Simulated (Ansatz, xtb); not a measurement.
## Relative energy of two structures of CH5AgSi

Structure X: a singlet given by its coordinates. Structure Y: `C[SiH2][Ag]`, a singlet. Both are isolated molecules in the gas phase, relaxed with B3LYP-D3(BJ)/def2-SVP.

X (Å):

| atom | x (Å) | y (Å) | z (Å) |
| --- | --- | --- | --- |
| C | 0.2271 | -0.6801 | -0.4235 |
| Ag | -1.5167 | -0.6432 | -1.6294 |
| Si | 1.0297 | 1.0071 | -0.3638 |
| H | 1.4320 | 1.4628 | -1.7290 |
| H | 2.2690 | 1.0130 | 0.4846 |
| H | 0.1014 | 2.0275 | 0.2108 |
| H | -0.1114 | -1.0295 | 0.5642 |
| H | 0.8747 | -1.4477 | -0.8745 |

Close contacts (Å): C1–Ag2 2.12, C1–Si3 1.87, Ag2–Si3 3.29, C1–H7 1.10, C1–H8 1.10, Si3–H4 1.49, Si3–H5 1.50, Si3–H6 1.49.

Y (Å):

| atom | x (Å) | y (Å) | z (Å) |
| --- | --- | --- | --- |
| C | 1.2082 | 0.8888 | -0.0594 |
| Ag | 0.6956 | -1.7087 | -2.5061 |
| Si | -0.1121 | -0.3077 | -0.7092 |
| H | 1.5582 | 1.5602 | -0.8586 |
| H | 0.7960 | 1.5072 | 0.7556 |
| H | 2.0788 | 0.3396 | 0.3308 |
| H | -0.5902 | -1.1697 | 0.4178 |
| H | -1.2953 | 0.4778 | -1.1836 |

Quicker runs give these differences E(Y) − E(X): GFN2-xTB −0.919 eV; HF/STO-3G −0.308 eV (at GFN2-xTB geometries); r2SCAN-D4/def2-SVP −0.902 eV (at GFN2-xTB geometries).

Q: Estimate E(Y) − E(X) at the level CCSD(T)/def2-TZVP.

A: Calculated at CCSD(T)/def2-TZVP: E(Y) − E(X) = −0.806 eV, so structure Y lies lower.

The same difference at several levels:

| level | geometry | E(Y) − E(X) (eV) | departure from the last row (eV) | job, with rough time for the two |
| --- | --- | --- | --- | --- |
| GFN2-xTB | GFN2-xTB | −0.919 | −0.113 | optimisation, 0.092 s |
| HF/STO-3G | GFN2-xTB | −0.308 | +0.498 | single point, 1.8 s |
| r2SCAN-D4/def2-SVP | GFN2-xTB | −0.902 | −0.097 | single point, 5.4 s |
| B3LYP-D3(BJ)/def2-SVP | B3LYP-D3(BJ)/def2-SVP | −0.912 | −0.106 | optimisation, 41 s |
| HF/def2-TZVP | B3LYP-D3(BJ)/def2-SVP | −0.792 | +0.014 | part of the CCSD(T) run |
| MP2/def2-TZVP | B3LYP-D3(BJ)/def2-SVP | −0.776 | +0.029 | part of the CCSD(T) run |
| CCSD(T)/def2-TZVP | B3LYP-D3(BJ)/def2-SVP | −0.806 |  | single point, 2.3 min |

None of the levels shown reverses the order. The largest departure from CCSD(T)/def2-TZVP is that of HF/STO-3G, 0.498 eV.

With harmonic frequencies from B3LYP-D3(BJ)/def2-SVP (ideal gas, rigid rotor, one conformer each, 298.15 K, 1 atm): on the last row, ΔE + ΔZPE = −0.727, ΔH = −0.722, ΔG = −0.729 eV.

The T1 diagnostic of structure X is large, so the coupled-cluster value is less sure. The correlated steps freeze 6 core orbitals; the last core shell of Ag is correlated, in a basis made for valence electrons. Atoms past krypton carry core potentials in the def2 sets, other sets are all-electron and non-relativistic, and no spin–orbit term is included. Run with Ansatz 0.2.0, xtb 6.7.1; the last row on 1 thread of Arm Neoverse V1 on a shared host.
